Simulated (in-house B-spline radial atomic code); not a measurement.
## Ionising the silver ion Ag⁸⁺ with different functionals

Computed with a B-spline radial code for spherical atoms: four-component Dirac-Coulomb Hamiltonian, Fermi nucleus of rms radius 4.5454 fm, spin-restricted, spherical fractional occupations for the functionals, and exact exchange of hybrids averaged over the configuration. The ionisation energy is the difference of two self-consistent energies, [Kr] 4d3 → [Kr] 4d2, without Breit or QED terms; ε is the level of the shell that loses the electron (mean over j). The electron is taken from both j subshells in proportion to 2j + 1, so the result is a j average, not the step between ground levels.

| method | rung | ΔSCF (eV) | -ε(4d) (eV) |
| --- | --- | --- | --- |
| BHandHLYP | global hybrid | ? | ? |
| B3LYP | global hybrid | 145.26 | 137.11 |
| HSE06 | range-separated hybrid | ? | ? |
| CAM-B3LYP | range-separated hybrid | 145.21 | 139.09 |

Problem. What does HSE06 give?

Solution. ΔSCF 145.21 eV, and -ε(4d) = 137.21 eV.

Problem. What does BHandHLYP give?

Solution. ΔSCF 145.09 eV, and -ε(4d) = 140.30 eV.

Problem. Among the functionals, which spreads more, the ΔSCF values or the orbital energies?

Solution. The orbital energies: ΔSCF values span about 0.17 eV and the orbital energies 3.19 eV; here energy differences depend much less on the functional than eigenvalues do.

Problem. How do they compare with the NIST value?

Solution. NIST lists 145 eV ± 2.2 (tabulated theory, ground level to ground level). Errors run from -0.01 to +0.16 eV; all lie within about twice that uncertainty, so the table can't rank the methods.
